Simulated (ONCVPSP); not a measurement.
# Scattering properties, ONCV potential for Rb

```
Element                 : Rb (Z = 37)
Generator               : ONCVPSP 4.0.1
Type                    : optimised norm-conserving Vanderbilt (ONCV)
Functional              : BLYP
Relativity              : scalar-relativistic
Frozen core             : [Ar] 3d10
Valence charge          : 9
Reference configuration : 4s2 4p6 5s1
Partial waves           : 4s+5s: rc 2.10 bohr, ncon 4, nbas 7, qcut 6.8 1/bohr, 2 projectors; 4p: rc 2.10 bohr, ncon 4, nbas 8, qcut 6.1 1/bohr, 2 projectors, debl 1.35 Ha; d scattering state at 0.09 Ha: rc 1.80 bohr, ncon 4, nbas 7, qcut 4.7 1/bohr, 2 projectors, debl 2.7 Ha
Local potential         : polynomial inside 1.30 bohr (lpopt 5, dvloc0 2 Ha)
Core correction         : none
```

The phase is arctan(r·R′/R) of the radial function R(r), unwrapped; energies in Ha, scanned from -3 to 5 Ha. A pole is an energy at which the radial function vanishes at the test radius. The pseudo phase is shifted by a multiple of π to meet the all-electron one at the reference energy, and phase errors are pseudo minus all-electron; the curves can meet again beyond the range given. Levels narrower than the energy grid can be missing from the lists of poles.

Problem. For each channel, where are the poles, and over which energies does the pseudopotential scatter like the atom?

Solution.

| channel | radius (bohr) | reference energy (Ha) | poles, all-electron | poles, pseudo | unbroken range about the reference energy with phases within 0.05 rad | phase error 1 Ha above the reference energy (rad) |
| --- | --- | --- | --- | --- | --- | --- |
| s | 2.13 | -0.08 | -0.75, 4.68 | -0.75, 4.51 | the whole range | -0.001 |
| p | 2.13 | -0.58 | 0.08 | 0.08 | the whole range | -0.000 |
| d | 1.83 | 0.09 | 2.37 | 2.36 | below 4.8 | -0.000 |

Phases in the s channel:

```tsv
E (Ha)	all-electron	pseudo
-2.98	1.254	1.254
-2.76	1.223	1.223
-2.54	1.179	1.179
-2.32	1.116	1.116
-2.10	1.012	1.012
-1.88	0.810	0.810
-1.66	0.315	0.315
-1.44	-0.634	-0.634
-1.22	-1.203	-1.203
-1.00	-1.436	-1.436
-0.78	-1.559	-1.559
-0.56	-1.641	-1.641
-0.34	-1.706	-1.706
-0.12	-1.767	-1.767
0.10	-1.831	-1.831
0.32	-1.907	-1.907
0.54	-2.007	-2.007
0.76	-2.154	-2.154
0.98	-2.394	-2.395
1.20	-2.803	-2.806
1.42	-3.368	-3.373
1.64	-3.838	-3.842
1.86	-4.118	-4.122
2.08	-4.283	-4.286
2.30	-4.387	-4.390
2.52	-4.458	-4.461
2.74	-4.510	-4.514
2.96	-4.550	-4.554
3.18	-4.582	-4.586
3.40	-4.609	-4.613
3.62	-4.632	-4.637
3.84	-4.651	-4.657
4.06	-4.669	-4.676
4.28	-4.685	-4.694
4.50	-4.700	-4.712
4.72	-4.715	-4.729
4.94	-4.729	-4.748
```
